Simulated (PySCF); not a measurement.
## Calculated data, CH6BOSi, BFH3OSi, BH5NOSi, BH5OSi2 and others

Calculation on a computer-drawn molecule: optimised geometry and harmonic frequencies of an isolated molecule of the commonest isotopes, restricted reference for singlets and unrestricted otherwise, frozen core in MP2. Program: PySCF 2.14.0.

Common to all runs: basis cc-pV(D+d)Z.

```json
{"entry": 1, "formula": "CH6BOSi", "start_structure": {"atoms_angstrom": [["B", -2.3959, 1.3458, -1.8969], ["O", -1.2472, 1.2574, -1.2665], ["C", -0.5156, 0.0394, -1.256], ["Si", -0.4345, -0.4777, 0.5835], ["H", -2.8535, 2.4087, -1.8583], ["H", -2.9042, 0.4766, -2.4409], ["H", -0.9427, -0.7495, -1.871], ["H", 0.4817, 0.2724, -1.6556], ["H", -1.8172, -0.4505, 1.1303], ["H", 0.2005, -1.7567, 0.7663]]}, "given": {"charge": 0, "multiplicity": 2, "method": "HF", "drawn_bonds_atom": [1, 2, 3, 1, 1, 3, 3, 4, 4], "drawn_bonds_other_atom": [2, 3, 4, 5, 6, 7, 8, 9, 10], "drawn_bonds_order": [1, 1, 1, 1, 1, 1, 1, 1, 1]}, "results": {"optimised_atom_element": ["B", "O", "C", "Si", "H", "H", "H", "H", "H", "H"], "optimised_atom_x [angstrom]": [-2.394, -1.263, -0.5604, -0.4087, -2.893, -2.877, -1.066, 0.4309, -1.755, 0.3589], "optimised_atom_y [angstrom]": [1.431, 1.272, 0.04542, -0.4756, 2.521, 0.5073, -0.733, 0.1841, -0.6433, -1.744], "optimised_atom_z [angstrom]": [-1.98, -1.277, -1.183, 0.6435, -1.977, -2.583, -1.762, -1.619, 1.242, 0.7308], "modes_frequency [cm^-1]": [61.6, 172.2, 235.4, 396.5, 429.2, 592.9, 631.3, 806.4, 916.8, 989.3, 998.0, 1105, 1133, 1297, 1350, 1406, 1468, 1577, 2287, 2302, 2656, 2743, 3177, 3236], "modes_reduced_mass [dalton]": [2.998, 1.105, 2.538, 2.488, 1.307, 1.228, 1.423, 2.01, 1.396, 1.115, 2.164, 1.8, 1.361, 1.445, 1.124, 1.443, 2.853, 1.096, 1.031, 1.052, 1.057, 1.124, 1.059, 1.104], "rotational_constants [GHz]": [19.83, 2.868, 2.731], "total_energy [hartree]": -429.8271, "spin_squared": 0.7537, "convergence_status_largest_gradient_component [hartree/bohr]": 5.74e-06}}
{"entry": 2, "formula": "BFH3OSi", "start_structure": {"atoms_angstrom": [["B", -1.9139, -0.6717, 0.4741], ["O", -0.8313, 0.1134, 0.4702], ["Si", 0.4248, 1.0353, 0.5403], ["F", 1.7766, 0.3387, 0.6065], ["H", -2.3263, -0.9323, -0.5978], ["H", -2.4096, -1.0848, 1.457], ["H", 0.3407, 2.4811, 0.6196]]}, "given": {"charge": 1, "multiplicity": 1, "method": "HF", "drawn_bonds_atom": [1, 2, 3, 1, 1, 3], "drawn_bonds_other_atom": [2, 3, 4, 5, 6, 7], "drawn_bonds_order": [1, 1, 1, 1, 1, 1]}, "results": {"optimised_atom_element": ["B", "O", "Si", "F", "H", "H", "H"], "optimised_atom_x [angstrom]": [-1.958, -0.8762, 0.4042, 1.778, -2.323, -2.381, 0.4169], "optimised_atom_y [angstrom]": [-0.713, 0.2127, 1.047, 0.3318, -1.006, -1.083, 2.49], "optimised_atom_z [angstrom]": [0.4434, 0.5065, 0.5715, 0.5824, -0.6444, 1.486, 0.6248], "modes_frequency [cm^-1]": [101.5, 129.8, 177.4, 365.7, 634.2, 748.9, 865.3, 1033, 1056, 1116, 1309, 1388, 2528, 2786, 2927], "modes_reduced_mass [dalton]": [4.757, 1.54, 1.755, 13.97, 1.339, 3.521, 1.249, 1.283, 10.57, 1.328, 1.271, 6.143, 1.048, 1.04, 1.143], "rotational_constants [GHz]": [22.16, 3.445, 3.064], "total_energy [hartree]": -489.5007, "convergence_status_largest_gradient_component [hartree/bohr]": 1.348e-05}}
{"entry": 3, "formula": "BFH3OSi", "start_structure": {"atoms_angstrom": [["B", -1.9583, -0.713, 0.4434], ["O", -0.8762, 0.2127, 0.5065], ["Si", 0.4042, 1.0467, 0.5715], ["F", 1.7784, 0.3318, 0.5824], ["H", -2.3227, -1.0061, -0.6444], ["H", -2.3813, -1.0828, 1.4857], ["H", 0.4169, 2.4904, 0.6248]]}, "given": {"charge": 1, "multiplicity": 1, "method": "MP2", "drawn_bonds_atom": [1, 2, 3, 1, 1, 3], "drawn_bonds_other_atom": [2, 3, 4, 5, 6, 7], "drawn_bonds_order": [1, 1, 1, 1, 1, 1]}, "results": {"optimised_atom_element": ["B", "O", "Si", "F", "H", "H", "H"], "optimised_atom_x [angstrom]": [-1.972, -0.9115, 0.4149, 1.805, -2.323, -2.381, 0.4291], "optimised_atom_y [angstrom]": [-0.723, 0.243, 1.055, 0.3186, -1.021, -1.099, 2.506], "optimised_atom_z [angstrom]": [0.4426, 0.5066, 0.5722, 0.5833, -0.6564, 1.497, 0.6251], "modes_frequency [cm^-1]": [83.26, 121.4, 194.7, 333.9, 580.4, 716.9, 814.8, 984.1, 1011, 1071, 1255, 1316, 2455, 2721, 2873], "modes_reduced_mass [dalton]": [4.807, 2.245, 1.319, 14.78, 1.311, 3.381, 1.275, 1.274, 9.921, 1.316, 1.229, 7.381, 1.047, 1.039, 1.144], "rotational_constants [GHz]": [21.23, 3.368, 2.987], "total_energy [hartree]": -490.0277, "convergence_status_largest_gradient_component [hartree/bohr]": 1.394e-05}}
{"entry": 4, "formula": "BH5NOSi", "start_structure": {"atoms_angstrom": [["B", -2.1617, -1.5968, -0.3563], ["O", -1.1671, -0.9447, 0.2671], ["Si", 0.3473, -0.3627, 0.1954], ["N", 1.0111, -0.1472, -1.3516], ["H", -3.1146, -1.7546, 0.2989], ["H", -2.1556, -1.8328, -1.4656], ["H", 0.1369, 0.9015, 1.0578], ["H", 1.9495, 0.2276, -1.4297], ["H", 0.4225, 0.1146, -2.1137]]}, "given": {"charge": 0, "multiplicity": 2, "method": "HF", "drawn_bonds_atom": [1, 2, 3, 1, 1, 3, 4, 4], "drawn_bonds_other_atom": [2, 3, 4, 5, 6, 7, 8, 9], "drawn_bonds_order": [1, 1, 1, 1, 1, 1, 1, 1]}, "results": {"optimised_atom_element": ["B", "O", "Si", "N", "H", "H", "H", "H", "H"], "optimised_atom_x [angstrom]": [-2.227, -1.344, 0.3001, 0.937, -3.377, -1.868, 0.4567, 1.927, 0.4629], "optimised_atom_y [angstrom]": [-1.616, -0.607, -0.4693, 0.063, -1.344, -2.762, 0.4666, 0.1016, 0.7728], "optimised_atom_z [angstrom]": [-0.2999, -0.1652, 0.06051, -1.436, -0.5174, -0.1992, 1.205, -1.582, -1.965], "modes_frequency [cm^-1]": [33.35, 153.7, 200.1, 239.2, 333.6, 370.4, 727.8, 760.8, 842.6, 899.4, 913.9, 1084, 1149, 1295, 1430, 1676, 2241, 2648, 2720, 3763, 3867], "modes_reduced_mass [dalton]": [2.822, 1.232, 2.927, 1.182, 1.28, 2.415, 2.97, 1.316, 1.26, 2.443, 1.733, 1.403, 1.364, 1.538, 2.729, 1.115, 1.042, 1.052, 1.126, 1.051, 1.095], "rotational_constants [GHz]": [16.34, 3.646, 3.236], "total_energy [hartree]": -445.9131, "spin_squared": 0.7536, "convergence_status_largest_gradient_component [hartree/bohr]": 3.176e-06}}
{"entry": 5, "formula": "BH5OSi2", "start_structure": {"atoms_angstrom": [["B", -0.115, -3.5561, 1.0823], ["O", -0.4247, -2.4309, 1.5827], ["Si", -0.8567, -0.8902, 2.1747], ["Si", 1.0682, 0.0763, 2.6733], ["H", -0.0245, -4.4828, 1.7633], ["H", 0.0726, -3.7394, -0.1348], ["H", 1.0422, 1.3839, 1.9688], ["H", 2.5368, -0.3231, 2.5431], ["H", 1.0097, 0.4107, 4.1566]]}, "given": {"charge": 0, "multiplicity": 1, "method": "HF", "drawn_bonds_atom": [1, 2, 3, 1, 1, 4, 4, 4], "drawn_bonds_other_atom": [2, 3, 4, 5, 6, 7, 8, 9], "drawn_bonds_order": [1, 1, 1, 1, 1, 1, 1, 1]}, "results": {"optimised_atom_element": ["B", "O", "Si", "Si", "H", "H", "H", "H", "H"], "optimised_atom_x [angstrom]": [-0.07416, -0.363, -0.909, 1.063, -0.3958, 0.5041, 0.9672, 2.275, 1.242], "optimised_atom_y [angstrom]": [-3.567, -2.261, -0.702, 0.1833, -4.334, -3.936, 1.642, -0.06052, -0.517], "optimised_atom_z [angstrom]": [1.269, 1.409, 1.478, 2.624, 2.136, 0.2823, 2.891, 1.797, 3.925], "modes_frequency [cm^-1]": [54.32, 76.73, 103.5, 194.1, 215.9, 401.2, 419.5, 546.9, 701.7, 959.7, 1014, 1023, 1059, 1132, 1317, 1429, 2274, 2275, 2287, 2667, 2739], "modes_reduced_mass [dalton]": [1.08, 3.523, 3.808, 5.037, 1.028, 6.078, 1.117, 1.392, 6.778, 1.123, 1.036, 1.036, 1.324, 1.353, 1.338, 4.054, 1.03, 1.051, 1.039, 1.047, 1.131], "rotational_constants [GHz]": [8.394, 2.383, 1.929], "total_energy [hartree]": -680.3472, "convergence_status_largest_gradient_component [hartree/bohr]": 2.383e-05}}
{"entry": 6, "formula": "AlB2H5N", "start_structure": {"atoms_angstrom": [["B", -3.2069, 1.7266, -0.3115], ["B", -1.6142, 1.6371, -0.4586], ["N", -0.2779, 1.6168, -0.5221], ["Al", 1.0721, 3.0362, -0.6835], ["H", -3.6914, 2.7393, -0.2844], ["H", -3.9446, 0.7958, -0.2327], ["H", 0.3323, 0.7873, -0.6101], ["H", 2.446, 2.4561, -0.8219], ["H", 0.4262, 4.4344, -0.5907]]}, "given": {"charge": 1, "multiplicity": 1, "method": "HF", "drawn_bonds_atom": [1, 2, 3, 1, 1, 3, 4, 4], "drawn_bonds_other_atom": [2, 3, 4, 5, 6, 7, 8, 9], "drawn_bonds_order": [1, 1, 1, 1, 1, 1, 1, 1]}, "results": {"optimised_atom_element": ["B", "B", "N", "Al", "H", "H", "H", "H", "H"], "optimised_atom_x [angstrom]": [-3.206, -1.508, -0.2054, 1.029, -3.673, -3.856, 0.2064, 2.497, 0.2587], "optimised_atom_y [angstrom]": [1.779, 1.63, 1.56, 3.035, 2.872, 0.7862, 0.633, 2.551, 4.383], "optimised_atom_z [angstrom]": [-0.3065, -0.4531, -0.5658, -0.6705, -0.2676, -0.2491, -0.6026, -0.7998, -0.6005], "modes_frequency [cm^-1]": [102.1, 154.1, 173.4, 320.6, 344.0, 492.9, 585.5, 588.4, 653.2, 720.2, 778.7, 818.6, 985.0, 1101, 1240, 1753, 2095, 2133, 2752, 2868, 3683], "modes_reduced_mass [dalton]": [3.15, 1.289, 1.02, 2.355, 3.297, 1.779, 2.231, 1.139, 1.264, 3.841, 1.076, 1.73, 1.413, 1.227, 1.129, 10.59, 1.019, 1.068, 1.048, 1.132, 1.075], "rotational_constants [GHz]": [23.25, 2.44, 2.208], "total_energy [hartree]": -348.4337, "convergence_status_largest_gradient_component [hartree/bohr]": 3.714e-05}}
{"entry": 7, "formula": "AlB2H3N", "start_structure": {"atoms_angstrom": [["B", 1.5223, 2.104, -1.942], ["B", 0.9378, 1.0821, -0.8337], ["N", 0.4933, 0.1496, 0.0124], ["Al", -0.178, -0.9901, 1.1137], ["H", 1.749, 3.2432, -1.5422], ["H", 1.8049, 1.8379, -3.0315], ["H", -0.7551, -1.9914, 2.1041]]}, "given": {"charge": 1, "multiplicity": 1, "method": "HF", "drawn_bonds_atom": [1, 2, 3, 1, 1, 4], "drawn_bonds_other_atom": [2, 3, 4, 5, 6, 7], "drawn_bonds_order": [1, 1, 2, 1, 1, 1]}, "results": {"optimised_atom_element": ["B", "B", "N", "Al", "H", "H", "H"], "optimised_atom_x [angstrom]": [1.557, 0.9242, 0.4523, -0.1667, 1.751, 1.79, -0.7338], "optimised_atom_y [angstrom]": [2.15, 1.008, 0.1557, -0.9626, 3.265, 1.806, -1.987], "optimised_atom_z [angstrom]": [-1.92, -0.8133, 0.01164, 1.097, -1.552, -3.035, 2.092], "modes_frequency [cm^-1]": [96.95, 104.7, 326.4, 350.5, 460.7, 462.8, 573.5, 823.3, 990.1, 996.3, 1258, 1966, 2185, 2745, 2851], "modes_reduced_mass [dalton]": [4.117, 4.489, 2.757, 4.714, 1.203, 1.226, 5.408, 1.611, 8.989, 1.415, 1.14, 11.46, 1.054, 1.051, 1.13], "rotational_constants [GHz]": [231.5, 2.22, 2.199], "total_energy [hartree]": -347.2616, "convergence_status_largest_gradient_component [hartree/bohr]": 2.765e-05}}
{"entry": 8, "formula": "AlB2H3N", "start_structure": {"atoms_angstrom": [["B", 1.5571, 2.1503, -1.9201], ["B", 0.9242, 1.0077, -0.8133], ["N", 0.4523, 0.1557, 0.0116], ["Al", -0.1667, -0.9626, 1.0972], ["H", 1.7508, 3.2651, -1.5515], ["H", 1.7903, 1.8061, -3.0351], ["H", -0.7338, -1.9871, 2.0919]]}, "given": {"charge": 1, "multiplicity": 1, "method": "MP2", "drawn_bonds_atom": [1, 2, 3, 1, 1, 4], "drawn_bonds_other_atom": [2, 3, 4, 5, 6, 7], "drawn_bonds_order": [1, 1, 2, 1, 1, 1]}, "results": {"optimised_atom_element": ["B", "B", "N", "Al", "H", "H", "H"], "optimised_atom_x [angstrom]": [1.562, 0.9309, 0.4515, -0.178, 1.758, 1.797, -0.7472], "optimised_atom_y [angstrom]": [2.159, 1.02, 0.154, -0.983, 3.282, 1.814, -2.011], "optimised_atom_z [angstrom]": [-1.929, -0.8246, 0.01372, 1.117, -1.56, -3.052, 2.115], "modes_frequency [cm^-1]": [77.43, 87.52, 286.7, 303.5, 428.3, 429.7, 551.0, 780.1, 942.7, 961.9, 1200, 1870, 2134, 2685, 2796], "modes_reduced_mass [dalton]": [4.477, 4.702, 2.887, 5.245, 1.172, 1.188, 5.58, 1.573, 8.429, 1.403, 1.142, 11.57, 1.053, 1.051, 1.13], "rotational_constants [GHz]": [228.8, 2.174, 2.153], "total_energy [hartree]": -347.6058, "convergence_status_largest_gradient_component [hartree/bohr]": 1.258e-05}}
{"entry": 9, "formula": "AlB2ClH3", "start_structure": {"atoms_angstrom": [["B", 1.3, -0.3279, -0.4446], ["B", 0.3102, 0.9296, -0.1846], ["Al", -0.6576, 1.3387, 1.5407], ["Cl", -1.7472, 1.8005, 3.179], ["H", 0.971, -1.3051, -0.9312], ["H", 2.4208, -0.258, -0.2719], ["H", 0.111, 1.7958, -1.0213]]}, "given": {"charge": 1, "multiplicity": 1, "method": "HF", "drawn_bonds_atom": [1, 2, 3, 1, 1, 2], "drawn_bonds_other_atom": [2, 3, 4, 5, 6, 7], "drawn_bonds_order": [1, 1, 1, 1, 1, 1]}, "results": {"optimised_atom_element": ["B", "B", "Al", "Cl", "H", "H", "H"], "optimised_atom_x [angstrom]": [1.333, 0.3394, -0.7239, -1.713, 0.8806, 2.487, 0.1043], "optimised_atom_y [angstrom]": [-0.3359, 1.007, 1.372, 1.71, -1.372, -0.2631, 1.856], "optimised_atom_z [angstrom]": [-0.4737, -0.3215, 1.541, 3.277, -0.8645, -0.1646, -1.127], "modes_frequency [cm^-1]": [81.28, 119.6, 203.6, 312.9, 381.7, 452.2, 685.5, 783.0, 838.8, 951.6, 1028, 1234, 2699, 2777, 2791], "modes_reduced_mass [dalton]": [5.942, 4.314, 4.607, 1.213, 7.379, 1.082, 12.91, 1.2, 1.537, 3.048, 1.463, 1.215, 1.052, 1.093, 1.123], "rotational_constants [GHz]": [26.65, 1.495, 1.433], "total_energy [hartree]": -752.2946, "convergence_status_largest_gradient_component [hartree/bohr]": 1.09e-05}}
{"entry": 10, "formula": "AlB2ClH3", "start_structure": {"atoms_angstrom": [["B", 1.3335, -0.3359, -0.4737], ["B", 0.3394, 1.0073, -0.3215], ["Al", -0.7239, 1.372, 1.5406], ["Cl", -1.7126, 1.7096, 3.2767], ["H", 0.8806, -1.372, -0.8645], ["H", 2.4869, -0.2631, -0.1646], ["H", 0.1043, 1.8557, -1.1269]]}, "given": {"charge": 1, "multiplicity": 1, "method": "MP2", "drawn_bonds_atom": [1, 2, 3, 1, 1, 2], "drawn_bonds_other_atom": [2, 3, 4, 5, 6, 7], "drawn_bonds_order": [1, 1, 1, 1, 1, 1]}, "results": {"optimised_atom_element": ["B", "B", "Al", "Cl", "H", "H", "H"], "optimised_atom_x [angstrom]": [1.315, 0.3397, -0.7053, -1.673, 0.856, 2.472, 0.1042], "optimised_atom_y [angstrom]": [-0.3212, 1.023, 1.367, 1.657, -1.372, -0.2569, 1.877], "optimised_atom_z [angstrom]": [-0.4544, -0.3464, 1.506, 3.27, -0.8259, -0.1224, -1.161], "modes_frequency [cm^-1]": [73.56, 113.9, 178.8, 293.5, 392.1, 421.5, 679.3, 736.7, 801.1, 937.6, 973.6, 1153, 2632, 2707, 2728], "modes_reduced_mass [dalton]": [5.471, 4.383, 4.702, 1.164, 7.647, 1.136, 6.345, 1.253, 1.489, 2.568, 1.651, 1.265, 1.052, 1.094, 1.122], "rotational_constants [GHz]": [25.1, 1.531, 1.461], "total_energy [hartree]": -752.6227, "convergence_status_largest_gradient_component [hartree/bohr]": 2.674e-05}}
```
